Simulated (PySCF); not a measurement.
**Zr²⁺: excitation energy**

Zr²⁺ [Kr] 4d2 (3F) → Zr²⁺ [Kr] 4d1 5p1 (high-spin determinant), as a difference of total energies. Calculation: PySCF 2.14, in aug-cc-pwCVTZ-PP with ECP28MDF; a scalar-relativistic core potential. Correlated levels: valence: 4s2 4p6 frozen; valence and next inner shell: nothing frozen outside the core potential. The calculations carry no spin-orbit coupling.

| method | excitation energy (eV) |
| --- | --- |
| UHF | 6.737 |
| LDA | 6.478 |
| PBE | 6.544 |
| PBE0 | 6.724 |
| r2SCAN | 6.766 |
| HSE06 | 6.703 |
| TPSSh | 6.724 |
| M06-L | 7.084 |
| MP2 (valence) | 6.759 |
| SCS-MP2 (valence) | 6.744 |
| MP2 (valence and next inner shell) | 6.757 |
| SCS-MP2 (valence and next inner shell) | 6.790 |

The determinant of the upper state mixes LS terms, which raises its energy above the lowest term, most at the Hartree-Fock and MP2 levels.
